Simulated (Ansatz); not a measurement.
The same path of a periodic cell of 63 atoms, Si (host Si, host structure diamond, one Si atom removed), cell charge +2 was run twice with different band settings. Lost on the way: Si5–Si6, Si6–Si30, Si6–Si36. Made: Si6–Si18, Si6–Si22, Si6–Si23.

All numbers below come from DFT PBE, scalar-relativistic, plane waves, PAW (Ansatz). Settings: PAW set soft_1, cutoff 420 eV, k mesh 1x1x1, gaussian smearing 0.05 eV, no spin polarisation.

Relaxed end points:

```xyz
63
Lattice="10.8600 0.0000 0.0000 0.0000 10.8600 0.0000 0.0000 0.0000 10.8600" Properties=species:S:1:pos:R:3
Si 5.431 0.005 0.002
Si 6.789 1.365 1.351
Si 8.145 2.720 0.000
Si 9.500 4.075 1.352
Si 8.123 0.022 2.732
Si 9.507 1.358 4.071
Si 0.001 0.004 0.001
Si 1.350 1.345 1.367
Si 2.715 2.719 0.001
Si 4.080 4.094 1.367
Si 5.429 5.435 0.000
Si 6.769 6.785 1.367
Si 8.145 8.150 0.003
Si 9.520 9.515 1.368
Si 2.716 0.005 2.717
Si 4.065 1.364 4.076
Si 5.445 2.698 2.733
Si 6.784 4.081 4.070
Si 8.167 5.420 2.732
Si 9.501 6.799 4.076
Si 5.447 0.022 5.409
Si 6.789 1.362 6.788
Si 9.504 4.078 6.791
Si 8.168 0.021 8.129
Si 9.501 1.363 9.512
Si 0.000 5.433 0.002
Si 1.359 6.792 1.357
Si 2.715 8.150 0.002
Si 4.072 9.506 1.358
Si -0.015 2.742 2.733
Si 1.365 4.076 4.077
Si 2.714 5.435 2.717
Si 4.079 6.784 4.060
Si 5.429 8.150 2.718
Si 6.790 9.500 4.075
Si -0.015 0.020 5.454
Si 1.366 1.364 6.788
Si 2.715 2.720 5.432
Si 4.066 4.075 6.789
Si 5.446 5.418 5.455
Si 6.790 6.800 6.788
Si 8.146 8.150 5.431
Si 9.502 9.499 6.788
Si 2.717 0.005 8.147
Si 4.082 1.346 9.496
Si 5.449 2.740 8.130
Si 6.789 4.077 9.511
Si 8.124 5.419 8.131
Si 9.518 6.784 9.498
Si 0.001 8.148 2.717
Si 1.351 9.514 4.058
Si -0.017 5.419 5.410
Si 1.348 6.785 6.806
Si 2.715 8.150 5.433
Si 4.083 9.515 6.805
Si -0.016 2.697 8.131
Si 1.350 4.093 9.496
Si 2.716 5.435 8.147
Si 4.071 6.795 9.505
Si 5.432 8.149 8.147
Si 6.773 9.515 9.496
Si 0.000 8.150 8.149
Si 1.361 9.506 9.506
```

```xyz
63
Lattice="10.8600 0.0000 0.0000 0.0000 10.8600 0.0000 0.0000 0.0000 10.8600" Properties=species:S:1:pos:R:3
Si 5.438 -0.017 0.008
Si 6.804 1.379 1.374
Si 8.146 2.714 -0.008
Si 9.481 4.056 1.374
Si 8.146 0.001 2.716
Si 8.146 2.714 5.429
Si -0.001 0.001 -0.008
Si 1.341 1.336 1.374
Si 2.707 2.732 0.008
Si 4.073 4.073 1.357
Si 5.428 5.432 -0.002
Si 6.787 6.787 1.357
Si 8.128 8.153 0.008
Si 9.524 9.519 1.374
Si 2.723 0.001 2.716
Si 4.072 1.357 4.072
Si 5.422 2.714 2.716
Si 6.804 4.056 4.051
Si 8.146 5.438 2.716
Si 9.502 6.787 4.072
Si 5.422 0.001 5.429
Si 6.804 1.336 6.771
Si 9.524 4.056 6.771
Si 8.146 0.001 8.153
Si 9.502 1.357 9.502
Si 0.017 5.422 0.008
Si 1.358 6.788 1.357
Si 2.717 8.143 -0.002
Si 4.072 9.502 1.357
Si -0.001 2.714 2.716
Si 1.341 4.056 4.094
Si 2.707 5.422 2.698
Si 4.072 6.787 4.072
Si 5.438 8.153 2.698
Si 6.804 9.519 4.094
Si -0.001 0.001 5.429
Si 1.341 1.379 6.771
Si 2.723 2.714 5.429
Si 4.072 4.073 6.788
Si 5.438 5.422 5.447
Si 6.787 6.788 6.788
Si 8.146 8.137 5.429
Si 9.481 9.519 6.771
Si 2.707 -0.017 8.137
Si 4.072 1.357 9.502
Si 5.438 2.732 8.137
Si 6.787 4.073 9.503
Si 8.128 5.422 8.137
Si 9.502 6.787 9.502
Si -0.001 8.137 2.716
Si 1.341 9.519 4.051
Si -0.001 5.438 5.429
Si 1.358 6.787 6.788
Si 2.707 8.153 5.447
Si 4.073 9.502 6.788
Si -0.001 2.714 8.153
Si 1.358 4.073 9.502
Si 2.717 5.432 8.147
Si 4.072 6.787 9.502
Si 5.428 8.143 8.147
Si 6.787 9.502 9.502
Si 0.017 8.153 8.137
Si 1.358 9.502 9.503
```

Common settings: optimiser quadratic models (default); force threshold 0.05 eV/Å; end points relaxed.

| run | movable images | climbing image | spring | start path | iteration limit |
| --- | --- | --- | --- | --- | --- |
| 1 | 5 | yes | 2.0 to 10.0 eV/Å², energy-weighted | IDPP | 80 |
| 2 | 2 | no | 5.0 eV/Å² | default | 50 |

Task: What does each run give, and how far can it be trusted?

Result: Run 1: converged after 4 iterations, highest image 0.458 eV above the first end. By the program's own check the climbing image is a first-order saddle point (lowest curvatures found: -1.59 and 1.31 eV/Å²).
Run 2: converged after 4 iterations, highest image 0.314 eV above the first end. No image climbed, so the highest image needn't sit at the top of the path.
Limits of this set-up: coarse k mesh, no spin, though dangling bonds at a vacancy may carry it, a typed lattice constant that wasn't relaxed here, charged cell in a uniform background, uncorrected.
